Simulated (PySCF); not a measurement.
Species: C3H5Cl, charge 0, multiplicity 1. SMILES: C/C=C/Cl
Geometry: optimised at B3LYP-D3(BJ)/def2-TZVP (Ansatz).

Dispersion corrections to the total energy (kcal/mol) from the dftd3 and dftd4 libraries through PySCF: D3(BJ) without and D4 with the three-body term, each with the damping fitted for the functional named.

| functional | D3(BJ) | D4 |
|---|---|---|
| PBE | -3.91 | -3.57 |
| BHLYP | -5.19 | (withheld) |
| HSE06 | -2.46 | -2.75 |
| TPSSh | -4.45 | -4.38 |
| B3LYP | -6.74 | (withheld) |
| CAM-B3LYP | -2.93 | -2.98 |
| revPBE | -10.19 | (withheld) |

Problem. What belongs in the gaps?

Solution. 
- BHLYP, D4: -4.05
- B3LYP, D4: -5.73
- revPBE, D4: -12.32
